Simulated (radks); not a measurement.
Results of a calculation; reference values are marked as such.
How relativity changes the ionisation of neutral tungsten ([Xe] 4f14 5d4 6s2) to W+ ([Xe] 4f14 5d4 6s1). Spin-unpolarised spherical Kohn-Sham, PBE, point nucleus unless stated (finite: rms radius 5.3658 fm), a radial shooting solver on a logarithmic mesh with Libxc functionals. A level marked "c x" has the speed of light scaled by that factor and shares open shells by 2j + 1; other Dirac levels either fill j = l - 1/2 first or share by 2j + 1.

| level | E(W) (hartree) | E(W+) (hartree) | IE (eV) | HOMO | <r> HOMO (bohr) |
|---|---|---|---|---|---|
| non-rel. | -15291.1683 | -15290.8869 | 7.658 | 6s | 3.525 |
| scalar-rel. | -16142.5136 | -16142.1872 | 8.883 | 5d | 2.074 |
| scalar-rel., finite nucleus | -16139.9877 | -16139.6614 | 8.880 | 5d | 2.074 |
| Dirac, 2j+1 shares | -16165.8737 | -16165.5471 | 8.889 | 5d5/2 | 2.118 |
| Dirac, low j first | -16165.9372 | -16165.6151 | 8.766 | 5d3/2 | 2.042 |
| Dirac, 2j+1 shares, finite nucleus | -16163.3243 | -16162.9977 | 8.886 | 5d5/2 | 2.117 |
| Dirac, c x 1.25 | -15818.4297 | -15818.1222 | 8.368 | 5d5/2 | 2.062 |
| Dirac, c x 1.5 | -15646.4560 | -15646.1574 | 8.125 | 5d5/2 | 2.034 |
| Dirac, c x 3 | -15375.8228 | -15375.5374 | 7.765 | 6s1/2 | 3.489 |

NIST Atomic Spectra Database: 7.864 eV (measured). The relativistic part of the total energy of W is -872.2 hartree (Dirac, 2j+1 shares, finite nucleus), 5.7 % of the non-relativistic value. Spin polarisation and multiplet splitting of open shells are left out at every level.

Beside tabulated values, note that relativity, absent from the non-relativistic runs, is large for the heavy elements, and spin-unpolarised runs miss the spin-polarisation part of the exchange energy of open shells.
